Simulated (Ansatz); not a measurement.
Consider the isomerisation: `F[C@@H]1[O][Ge@H]1[SiH3]` → `F[Si]1([GeH3])CO1`.

Program: Ansatz. Geometries: PBE0-D4/def2-TZVP. ΔE: electronic, gas phase. CCSD(T)/CBS is the MP2 limit (def2-TZVPP, def2-QZVPP) plus CCSD(T) − MP2 in def2-TZVPP, frozen cores. DFT in def2-TZVPP. For Ge outer-core shells are correlated without core-valence functions, which leaves a few kJ/mol of doubt a bond. Scalar relativity is left out up to krypton.

| level | ΔE (kJ/mol) |
| --- | --- |
| PBE0-D4 | -239.4 |
| CCSD/CBS(def2) | -259.9 |

(1) What does CCSD(T)/CBS give? (Best estimate.)

Largest T1 diagnostic among the species: 0.016.

## Answers

(1) The calculation gave: -252.1 kJ/mol. The listed levels differ from it by 12.7, -7.8 kJ/mol.

In def2-TZVPP, CCSD(T) changes the Hartree–Fock value by +22.2 kJ/mol (the triples alone add +7.8 kJ/mol) and MP2 by +13.2 kJ/mol. From PBE to PBE0 (25 % exact exchange), in def2-TZVPP and without D4, ΔE moves by −16.9 kJ/mol.
